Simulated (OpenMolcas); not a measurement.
## OpenMolcas run: Tc5+

Tc5+ among 6 point charges of -1 e arranged as a tetragonal octahedron (D4h), 2.18 Å from the ion, with the axial distance 2.071 Å. With inversion symmetry the input lists one of each pair of outer charges.

Input:

```
&GATEWAY
Coord
1

Tc 0.0 0.0 0.0
Basis=ANO-RCC-VDZP
Group=XYZ
NoMove
AngMom=0.0 0.0 0.0
AMFI
XField
3 Angstrom 0
2.180000 0.000000 0.000000 -1.000000
0.000000 2.180000 0.000000 -1.000000
0.000000 0.000000 2.071000 -1.000000
&SEWARD
&RASSCF
FileOrb=start.orb
Symmetry=1
Spin=3
nActEl=2 0 0
Inactive=9 9
Ras2=5 0
CIRoot=10 10 1
SDav=10
CIMx=300
Iter=120 100
PrWF=0.3
OrbListing=Nothing
MaxOrb=0
>>> COPY $Project.JobIph JOB001
&RASSCF
FileOrb=start.orb
Symmetry=1
Spin=1
nActEl=2 0 0
Inactive=9 9
Ras2=5 0
CIRoot=15 15 1
SDav=15
CIMx=300
Iter=120 100
PrWF=0.3
OrbListing=Nothing
MaxOrb=0
>>> COPY $Project.JobIph JOB002
&RASSI
NrOfJobIphs=2 10 15
1 2 3 4 5 6 7 8 9 10
1 2 3 4 5 6 7 8 9 10 11 12 13 14 15
IphNames
JOB001
JOB002
EJob
SpinOrbit
DIPRint=1.0
SOCoupling=1000.0
Subsets=2
Property=9
'ANGMOM' 1 'ANGMOM' 2 'ANGMOM' 3 'MLTPL  1' 1 'MLTPL  1' 2 'MLTPL  1' 3
'AMFI' 1 'AMFI' 2 'AMFI' 3
SOProperty=3
'ANGMOM' 1 'ANGMOM' 2 'ANGMOM' 3
```

Launched by
```bash
OMP_NUM_THREADS=1 MOLCAS_MEM=1689 MOLCAS_PROJECT=a pymolcas a.inp > a.log  # once for each step of the input, in one work folder
```

A driver script runs the steps one by one and writes start.orb anew before each from the orbitals found so far.

Output, cut to the results:

```
--- SEWARD ---
Basis set label: TC.ANO-RCC...6S5P3D1F.

      Electronic valence basis set:
      ------------------
      Associated Effective Charge  43.000000 au
      Associated Actual Charge     43.000000 au
      Nuclear Model: Point charge

      Shell  nPrim  nBasis  Cartesian Spherical Contaminant
         s      21       6        X
         p      18       5        X
         d      13       3                 X
         f       6       1                 X
                  Relativistic Douglas-Kroll-Hess integrals:
                    - DKH order of Hamiltonian: 2
                    - DKH order of Properties : 0
                  Atomic mean-field integrals
--- RASSCF ---
Wave function specifications:
      -----------------------------

      Number of closed shell electrons          36
      Number of electrons in active shells       2
      Max number of holes in RAS1 space          0
      Max nr of electrons in RAS3 space          0
      Number of inactive orbitals               18
      Number of active orbitals                  5
      Number of secondary orbitals              20
      Spin quantum number                      1.0
      State symmetry                             1
Orbital specifications:
      -----------------------

      Symmetry species                           1   2
                                                ag  au
      Frozen orbitals                            0   0
      Inactive orbitals                          9   9
      Active orbitals                            5   0
      RAS1 orbitals                              0   0
      RAS2 orbitals                              5   0
      RAS3 orbitals                              0   0
      Secondary orbitals                         7  13
      Deleted orbitals                           0   0
      Number of basis functions                 21  22
      Number of CSFs                            10
      Number of root(s) required                10
      Iter CI   SX   CI       RASSCF       Energy    max ROT     max BLB   max BLB  Level Ln srch  Step   QN
          iter iter root      energy       change     param      element    value   shift minimum  type update
 Nr of preliminary CI iterations:   1
      Total energies have been shifted. Add                -4000.00 au
        1   1    7    0  -284.12649719    0.00E+00   2.74E-01*   9  15 2 -4.37E-01*  0.00   0.00    SX    NO
        2   1    6    0  -284.46611565   -3.40E-01* -7.60E-03    8  14 2  5.81E-02*  0.00   0.00    SX    NO
        3   1    5    0  -284.46885550   -2.74E-03*  4.40E-03    4  13 2  6.98E-03*  0.00   0.00    SX    NO
        4   1    5    0  -284.46891338   -5.79E-05*  1.27E-03    8  14 2  1.48E-03*  0.00   0.00    SX    NO
        5   1    5    0  -284.46891671   -3.33E-06*  2.68E-04    9  15 2 -3.41E-04*  0.00   0.80    QN   YES
        6   1    3    0  -284.46891694   -2.33E-07* -1.93E-06    9  12 2  5.62E-06   0.00   1.00    QN   YES
        7   1    3    0  -284.46891694   -1.46E-11  -6.94E-07    9  12 2  5.47E-07   0.00   2.50    QN   YES
      Convergence after  7 iterations
        8   1    3    0  -284.46891694   -7.28E-12  -6.94E-07    9  12 2 -9.35E-08   0.00   2.50    QN   YES
      Natural orbitals and occupation numbers for root  1
      sym 1:   0.927374   0.927374  -0.000000   0.072626   0.072626
      Natural orbitals and occupation numbers for root  2
      sym 1:   0.927374   0.927374   0.000000   0.072626   0.072626
      Natural orbitals and occupation numbers for root  3
      sym 1:  -0.000000   0.825610   0.174390   0.174390   0.825610
::    RASSCF root number  1 Total energy:  -4284.49705130
::    RASSCF root number  2 Total energy:  -4284.49705130
::    RASSCF root number  3 Total energy:  -4284.49542715
::    RASSCF root number  4 Total energy:  -4284.48610687
::    RASSCF root number  5 Total energy:  -4284.48610687
::    RASSCF root number  6 Total energy:  -4284.48448235
::    RASSCF root number  7 Total energy:  -4284.47248180
::    RASSCF root number  8 Total energy:  -4284.42786777
::    RASSCF root number  9 Total energy:  -4284.42129699
::    RASSCF root number 10 Total energy:  -4284.42129699
--- RASSCF ---
Wave function specifications:
      -----------------------------

      Number of closed shell electrons          36
      Number of electrons in active shells       2
      Max number of holes in RAS1 space          0
      Max nr of electrons in RAS3 space          0
...
--- RASSI ---
SPIN-FREE ENERGIES:
  (Shifted by EMIN (a.u.) =      -4284.4970512963)

 SF State       Relative EMIN(au)   Rel lowest level(eV)    D:o, cm**(-1)      L_eff

     1             0.0000000000        0.0000000000              0.0000         3.0
     2             0.0000000000        0.0000000000              0.0000         3.0
     3             0.0016241456        0.0441952541            356.4588         3.0
     4             0.0109444217        0.2978128855           2402.0229         3.0
     5             0.0109444217        0.2978128855           2402.0229         3.0
     6             0.0125689414        0.3420183186           2758.5638         3.0
     7             0.0245694962        0.6685700519           5392.3811         3.0
    11             0.0596779227        1.6239190049          13097.7901         2.1
    12             0.0596779227        1.6239190049          13097.7901         2.1
    13             0.0623173406        1.6957412244          13677.0754         2.4
    14             0.0625170745        1.7011762601          13720.9119         2.1
    15             0.0660000476        1.7959527865          14485.3361         2.3
     8             0.0691835226        1.8825795563          15184.0281         1.0
    10             0.0757543094        2.0613797742          16626.1491         1.0
     9             0.0757543094        2.0613797742          16626.1491         1.0
    16             0.0902528926        2.4559063207          19808.2203         3.9
    17             0.0902528926        2.4559063207          19808.2203         3.9
    18             0.0921968502        2.5088041006          20234.8697         4.0
    19             0.0930252614        2.5313463177          20416.6849         3.9
    20             0.0946752197        2.5762439722          20778.8090         3.9
    21             0.1010352909        2.7493103251          22174.6832         4.0
...
```

Spin-orbit levels above the lowest (labels of D4, the rotations of D4h):

```
E (cm-1)  Degeneracy  Label      2S+1               g
     0.0           1     B1         3                
   331.8           1     A1         3                
   356.8           1     B2         3                
   744.7           2      E         3  0.00 0.00 1.06
    2311           2      E         3  0.00 0.00 2.00
    2413           1     A2         3                
    3665           1     A1         3                
    3744           2      E         3  0.00 0.00 0.57
    3800           1     B2         3                
    3869           1     B1         3                
    4907           1     A2         3                
    5344           2      E         3  0.00 0.00 0.41
    5347           1     A1         3                
    5670           1     B1         3                
    7937           1     B2         3                
    7956           2      E         3  0.00 0.00 6.04
   14608           2      E  1 (81 %)  0.00 0.00 2.04
   14905           1     A1  1 (74 %)                
   15220           1     B2  1 (84 %)                
   15747           1     B1  1 (79 %)
```

An orbital doublet at a regular site is open to a Jahn-Teller distortion, which this geometry leaves out. Without dynamic correlation the repulsion within the d shell is too large (B by tens of per cent), so at a given field states of lower spin stand too high. Point charges carry no covalency, so the field is a model and not that of real ligands. No measured value stands beside these numbers.

The RASSCF and RASSI steps took 4.9 s on 1 thread of Intel(R) Xeon(R) Platinum 8375C CPU @ 2.90GHz (Ice Lake), on a shared host; the integral step is not counted.

With an even number of electrons the g values are those of a degenerate or nearly degenerate non-Kramers pair.
